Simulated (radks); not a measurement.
The numbers below are computed, except where a source is named.
Problem. Species: Sm2.75+. Configuration: [Xe] 4f3.25 5d2 (fractional occupations, a model configuration). Code: a radial shooting solver on a logarithmic mesh with Libxc functionals. Model: scalar-relativistic Kohn-Sham, SCAN, spin-unpolarised, spherical densities, finite nucleus; meta-GGA in the generalised Kohn-Sham scheme; Fermi nuclear charge, rms radius 5.0819 fm. Some entries of the table are withheld. Estimate them.

| orbital | occ. | eigenvalue (hartree) | <1/r> (bohr^-1) |
|---|---|---|---|
| 1s | 2 | -1719.361 | 68.81 |
| 2s | 2 | -283.1096 | 15.95 |
| 2p | 6 | -252.5588 | 14.95 |
| 3s | 2 | -63.73110 | 5.843 |
| 3p | 6 | -54.10942 | 5.500 |
| 3d | 10 | -41.09544 | (1) |
| 4s | 2 | -14.10047 | 2.457 |
| 4p | 6 | -10.89895 | 2.268 |
| 4d | 10 | -6.39388 | 2.004 |
| 5s | 2 | -2.80497 | 0.9887 |
| 5p | 6 | (2) | 0.8587 |
| 4f | 3.25 | -1.52974 | 1.531 |
| 5d | 2 | -0.91057 | 0.6218 |

Solution. 
(1) 3d <1/r> (bohr^-1): 5.210
(2) 5p eigenvalue (hartree): -1.96572
